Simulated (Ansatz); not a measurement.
System: CH3ClOSi, charge 0, singlet. CH3ClOSi (SMILES O=C[SiH2]Cl).
B3LYP-D3(BJ)/def2-TZVP minimum from Ansatz (a first-principles code):
```xyz
7

O      2.2548    -0.3616     1.2121
C      1.5221     0.0146     0.3289
Si    -0.3720    -0.3018     0.4838
Cl    -1.3187     0.4627    -1.1841
H      1.9364     0.5373    -0.5627
H     -0.6079    -1.7558     0.5587
H     -0.8729     0.3837     1.6898
```

Total energies in hartree (Ansatz). Open shells are spin-unrestricted; no spin-orbit coupling. Cores are frozen in correlated methods. No relativity. Where a partner has so few electrons that a lower coupled-cluster level is exact, that level stands in.

```csv
species,HF/cc-pV(T+d)Z,CCSD(T)/cc-pV(T+d)Z,HF/cc-pV(Q+d)Z,CCSD(T)/cc-pV(Q+d)Z,CCSD(T)/cc-pV(D+d)Z,CCSDT(Q)/cc-pV(D+d)Z
"1: CH3ClOSi (chlorosilylformaldehyde, SMILES Cl[SiH2]C=O)",-863.01682,-863.77861,-863.03284,-863.84964,-863.55237,-863.55516
2: O (triplet),-74.81176,-74.97396,-74.81729,-74.99357,-74.90995,-74.91013
3: C (triplet),-37.69157,-37.78076,-37.69331,-37.78654,-37.76038,-37.76071
4: Si (triplet),-288.85649,-288.93344,-288.85845,-288.93781,-288.91643,-288.91690
5: Cl (doublet),-459.48556,-459.67356,-459.48916,-459.69449,-459.60403,-459.60445
6: H (doublet),-0.49981,-0.49981,-0.49995,-0.49995,-0.49928,-0.49928
```

### Question
Work out the atomisation energy (electronic, to ground-state atoms) in kcal/mol: take Hartree-Fock from cc-pV(Q+d)Z, extrapolate the CCSD(T) correlation energy as X^-3 (X = 3, 4), and add CCSDT(Q) - CCSD(T) in cc-pV(D+d)Z. 1 hartree = 627.51 kcal/mol.

### Answer

Species 1: correlation (64·(-0.81680) - 27·(-0.76179))/37 = -0.85694; step -0.00279; E1 = -863.03284 + (-0.85694) + (-0.00279) = -863.89257
Species 2: correlation (64·(-0.17628) - 27·(-0.16220))/37 = -0.18655; step -0.00018; E2 = -74.81729 + (-0.18655) + (-0.00018) = -75.00402
Species 3: correlation (64·(-0.09323) - 27·(-0.08919))/37 = -0.09618; step -0.00033; E3 = -37.69331 + (-0.09618) + (-0.00033) = -37.78982
Species 4: correlation (64·(-0.07936) - 27·(-0.07695))/37 = -0.08112; step -0.00047; E4 = -288.85845 + (-0.08112) + (-0.00047) = -288.94004
Species 5: correlation (64·(-0.20533) - 27·(-0.18800))/37 = -0.21798; step -0.00042; E5 = -459.48916 + (-0.21798) + (-0.00042) = -459.70756
Species 6: correlation (64·(0.00000) - 27·(0.00000))/37 = 0.00000; step +0.00000; E6 = -0.49995 + (0.00000) + (+0.00000) = -0.49995
-1·E1 +1·E2 +1·E3 +1·E4 +1·E5 +3·E6 = 0.95128 hartree = 596.9 kcal/mol.
